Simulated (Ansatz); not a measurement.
C₂H₈AlNS (`C[N](C)[AlH][SH]`) at its PBE0-D4/def2-TZVP geometry, where that method's forces vanish. The species carries charge 0 and has multiplicity 1.

```
atom    x (Å)    y (Å)    z (Å)
  C1  -1.1098  -0.6821  -0.3592
  N2   0.0579   0.1406  -0.1753
  C3   0.3246   0.9707  -1.3279
 Al4   1.1060   0.2006   1.2506
  S5   0.7431  -1.0386   3.0188
  H6  -2.0086  -0.0739  -0.5350
  H7  -0.9983  -1.3547  -1.2216
  H8  -1.3000  -1.3027   0.5190
  H9  -0.5157   1.6463  -1.5415
 H10   0.4953   0.3659  -2.2297
 H11   1.2136   1.5858  -1.1665
 H12   2.3426   1.1779   1.2512
 H13  -0.3508  -1.6359   2.5171
```

(1) For each bond, give half the difference of the two atoms' forces along it (eV/Å; positive pushes the atoms apart) under PBE-D4, r2SCAN-D4, B3LYP-D4, ωB97M-V in def2-TZVPP. (Estimate.)

Results:

(1) Computed: 
| bond | length (Å) | PBE-D4 | r2SCAN-D4 | B3LYP-D4 | ωB97M-V |
| --- | --- | --- | --- | --- | --- |
| C1–N2 | 1.440 | 0.05 | 0.17 | 0.22 | 0.25 |
| C1–H6 | 1.099 | 0.11 | -0.04 | -0.07 | -0.11 |
| C1–H7 | 1.099 | 0.11 | -0.04 | -0.07 | -0.11 |
| C1–H8 | 1.092 | 0.08 | -0.05 | -0.11 | -0.09 |
| N2–C3 | 1.445 | 0.06 | 0.18 | 0.21 | 0.23 |
| N2–Al4 | 1.771 | 0.09 | -0.06 | -0.06 | -0.10 |
| C3–H9 | 1.099 | 0.11 | -0.04 | -0.07 | -0.11 |
| C3–H10 | 1.099 | 0.11 | -0.04 | -0.07 | -0.11 |
| C3–H11 | 1.093 | 0.07 | -0.06 | -0.11 | -0.09 |
| Al4–S5 | 2.190 | 0.06 | 0.02 | 0.10 | 0.04 |
| Al4–H12 | 1.576 | -0.02 | -0.05 | -0.16 | -0.16 |
| S5–H13 | 1.344 | 0.25 | 0.00 | -0.02 | -0.09 |

B3LYP here is the variant with VWN-RPA as its local correlation; programs differ in this.
